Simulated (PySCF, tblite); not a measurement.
Isomers of C5H9NOSi, one GFN2-xTB conformer each. Single-point energies are computed at PBE0/pcSseg-1 (PySCF, gas phase, no added dispersion term), electronic only.

```csv
SMILES,GFN2-xTB relative energy (kJ/mol)
CC[C@]([SiH3])(C#N)C=O,36.3
C=N[Si@H]1C[C@@H](C=O)C1,69.7
CC(=O)[Si@@H]1C=CCN1,0.0
```

Conformers: `[CH3:1][CH2:2][C@:3]([SiH3:4])([C:5]#[N:6])[CH:7]=[O:8]` with C1–C2–C3–Si4 177°, C2–C3–C7–O8 -27°; `[CH2:1]=[N:2][Si@H:3]1[CH2:4][C@@H:5]([CH:6]=[O:7])[CH2:8]1` with C1–N2–Si3–C4 139°, C4–C5–C6–O7 -128°; `[CH3:1][C:2](=[O:3])[Si@@H:4]1[CH:5]=[CH:6][CH2:7][NH:8]1` with C1–C2–Si4–C5 62°, C2–Si4–C5–C6 -122°, C5–C6–C7–N8 8°, C6–C7–N8–Si4 -16°, C2–Si4–N8–C7 134°.

**Question.** What does PBE0/pcSseg-1 give for the same structures?

**Answer.** 
```
                  SMILES  PBE0/pcSseg-1 E (Eh)  PBE0/pcSseg-1 (kJ/mol)  GFN2-xTB (kJ/mol)  point group
    CC(=O)[Si@@H]1C=CCN1            -614.86228                     0.0                0.0           C1
  CC[C@]([SiH3])(C#N)C=O            -614.83201                    79.5               36.3           C1
C=N[Si@H]1C[C@@H](C=O)C1            -614.82567                    96.1               69.7            –
```

Both levels put the same isomer lowest; measured from each level's own lowest isomer, the values differ by up to 43.2 kJ/mol (CC[C@]([SiH3])(C#N)C=O: 36.3 against 79.5). As drawn, the lowest has an N–H bond and a C=C bond outside aromatic rings, which the highest lacks; the highest has a four-membered ring and a C=N bond, which the lowest lacks.

**Question.** Which frontier levels, dipoles and rotational constants go with these structures?

**Answer.** 
```csv
SMILES,"HOMO (eV, PBE0/pcSseg-1)",LUMO (eV),dipole (D),"A, B, C (MHz)"
CC(=O)[Si@@H]1C=CCN1,-6.34,-1.06,3.82,"3517, 1106, 1058"
CC[C@]([SiH3])(C#N)C=O,-7.99,-1.45,2.64,"1744, 1602, 1210"
C=N[Si@H]1C[C@@H](C=O)C1,-6.96,-1.35,4.89,"3280, 1022, 910.8"
```

**Question.** What happens when harmonic zero-point energies from GFN2-xTB frequencies are added?

**Answer.** 
```
                  SMILES  ZPE (kJ/mol)  electronic (kJ/mol)  with ZPE (kJ/mol)
    CC(=O)[Si@@H]1C=CCN1         339.3                  0.0                0.0
  CC[C@]([SiH3])(C#N)C=O         324.7                 79.5               64.9
C=N[Si@H]1C[C@@H](C=O)C1         336.3                 96.1               93.1
```

The zero-point energies span 14.6 kJ/mol. The order is unchanged.
